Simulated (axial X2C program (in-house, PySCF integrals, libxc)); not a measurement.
# Curves of DyCl⁺ from open-shell CI on f10 s0

Computed with an axial X2C code built on PySCF integrals: two-component X2C with atomic mean-field Coulomb and Gaunt terms, basis Dy dyall-v3z, Cl dyall-v3z (cores contracted in-house). Orbitals come from Hartree–Fock averaged over the configuration Dy f10 s0; CI then distributes these electrons over the f, s shells of Dy.

Scan along the bond; masses Dy 163.929 u, Cl 34.969 u. Energies in cm⁻¹ from the lowest point; levels are followed by energy order within each Ω. Lowest level at 2.492 Å: 100% f10.

| R (Å) | (1)Ω=8 | (1)Ω=7 | (1)Ω=6 | (1)Ω=5 | (1)Ω=4 | (1)Ω=3 | (1)Ω=2 |
| --- | --- | --- | --- | --- | --- | --- | --- |
| 2.318 | 1896 | 1928 | 1997 | 2061 | 2107 | 2131 | 2139 |
| 2.405 | 429 | 483 | 551 | 612 | 657 | 684 | 698 |
| 2.492 | 0 | 66 | 133 | 191 | 234 | 263 | 281 |
| 2.592 | 435 | 507 | 573 | 627 | 669 | 698 | 718 |
| 2.691 | 1553 | 1628 | 1691 | 1742 | 1782 | 1811 | 1831 |
| 2.804 | 3386 | 3460 | 3520 | 3568 | 3605 | 3634 | 3654 |
| 2.941 | 6093 | 6163 | 6218 | 6263 | 6298 | 6324 | 6343 |

**Question.** Fit the curves (1)Ω=8, (1)Ω=7, (1)Ω=6, (1)Ω=5, (1)Ω=4, (1)Ω=3, (1)Ω=2 near their minima.

**Answer.** From the open-shell CI curves, Te from the lowest:

```
 level  Te (cm⁻¹)  Re (Å)  ωe (cm⁻¹)
(1)Ω=8          0   2.493      341.4
(1)Ω=7         66   2.492      340.7
(1)Ω=6        133   2.492      340.5
(1)Ω=5        191   2.492      340.4
(1)Ω=4        234   2.493      340.2
(1)Ω=3        263   2.492      340.1
(1)Ω=2        281   2.492      339.9
```

Without dynamic correlation distances can be off by several hundredths of an Å (long for ionic bonds, short for multiple bonds) and the wavenumbers are rough.

The 7 lowest curves are shown; the next is (1)Ω=1, from 290 cm⁻¹.

Dynamic correlation is missing, so gaps between terms are too wide and other configurations may lie lower; the lowest level listed is that of this model, not necessarily the ground state. At most 4 roots were kept for each Ω > 0 (twice that for Ω = 0) within 2.2 eV of the lowest, so higher up levels can be missing between those listed; levels with Ω > 0 are doubly degenerate and listed once, Ω = 0 levels singly. States that fill the shells left empty in the average are placed too high.
